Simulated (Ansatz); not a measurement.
Task: Name a neutral molecule of Al, C, O, S and H with HOMO energy (PBE0/def2-TZVPP) between -7.60 and -7.30 eV and HOMO energy (PBE/def2-TZVPP) between -6.45 and -6.15 eV (Ansatz, PBE0-D4/def2-TZVP geometry).

Result: `[CH3][Al]([OH])[SH]` (-7.58 eV, -6.34 eV); `C[CH2][Al]([OH])[SH]` (-7.58 eV, -6.34 eV); `C[CH2][Al]([SH])[O]C` (-7.50 eV, -6.24 eV). Other molecules can fit too; these were computed, each in one conformer that needn't be the lowest.
